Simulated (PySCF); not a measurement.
Dipole response of Ag²⁺ (silver, charge +2)

[Kr] 4d9, 2D determinant. All numbers are calculated (PySCF 2.14, scalar relativity through the core potential, in aug-cc-pVTZ-PP with one added diffuse shell each of s, p, d, f, g type with ECP28MDF (7s7p6d4f3g, 113 functions)). Coupled (time-dependent) response in atomic units; α is the mean over directions.

| method | mean α (bohr³) | α xx, yy, zz | C₆ (like pair) | S(−4) |
| --- | --- | --- | --- | --- |
| UHF | 5.475 | 5.344, 5.344, 5.737 | 27.76 | 6.103 |
| PBE | 6.339 | 6.204, 6.204, 6.608 | 32.83 | 9.624 |
| PBE0 | 6.041 | 5.907, 5.907, 6.310 | 31.11 | 8.251 |

S(−4) is the Cauchy moment in α(ω) = α(0) + S(−4) ω² + …

Spin-orbit coupling is absent.

α(iu) at UHF:

```csv
u (hartree),α(iu) (bohr³)
0,5.475
0.0500,5.460
0.100,5.415
0.200,5.249
0.300,5.008
0.500,4.434
0.750,3.741
1.00,3.157
1.50,2.295
2.00,1.718
3.00,1.041
5.00,0.4806
```

A single London oscillator, α(iu) = α/(1 + u²/ω²), gives C₆ = (3/4) ω α². Matching the computed C₆ needs ω = 4 × 27.76 / (3 × 5.475²) = 1.23 hartree.

For an ion, C₆ is the dispersion term alone; charge-induced terms of lower order in 1/R come first.

The components differ because the open shell of this determinant is not spherical; for a pure term their mean is the scalar polarisability.

Energies and moments cover only the electrons outside the core potential.
